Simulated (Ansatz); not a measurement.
Coupled-cluster diagnostics for Ge(vinyl)2H2 (C4H8Ge), Ansatz.

Geometry of the singlet (PBE-D4/def2-SVP):

```xyz
13

Ge   -0.594    0.545    0.078
C    -0.754   -1.147   -0.889
C    -1.631   -2.110   -0.553
H    -0.071   -1.314   -1.743
H    -2.332   -1.991    0.292
H    -1.694   -3.064   -1.105
C     1.201    0.736    0.829
C     2.036    1.739    0.500
H     1.541   -0.034    1.545
H     1.744    2.531   -0.212
H     3.052    1.820    0.927
H    -1.669    0.536    1.203
H    -0.828    1.753   -0.873
```

Correlated methods freeze 13 core orbitals; core or outer-core shells of Ge are correlated, in sets that lack core-valence functions.

(1) Estimate the CCSD(T) correlation energy, the shares of MP2 and (T), T1 and the reference's ⟨S²⟩ for: charge 0, singlet, own geometry in def2-TZVP; and the rough time on 2 threads of AMD EPYC 7R13 on a shared host and a share (18 GiB) of an NVIDIA H100 80GB HBM3.

Results:

(1) 
| state | basis | correlation (eV) | MP2 share (%) | (T) share (%) | T1 | ⟨S²⟩ (pure) | wall time | remarks |
| --- | --- | --- | --- | --- | --- | --- | --- | --- |
| charge 0, singlet, own geometry | def2-TZVP | -26.600 | 90.9 | 4.3 | 0.012 | 0.00 (0.00) | 11 s | restricted SCF unstable |
Customary marks for T1 are 0.02 (closed shells), 0.045 (open shells) and about 0.05 (3d metals). T1 stays under 0.02 throughout.
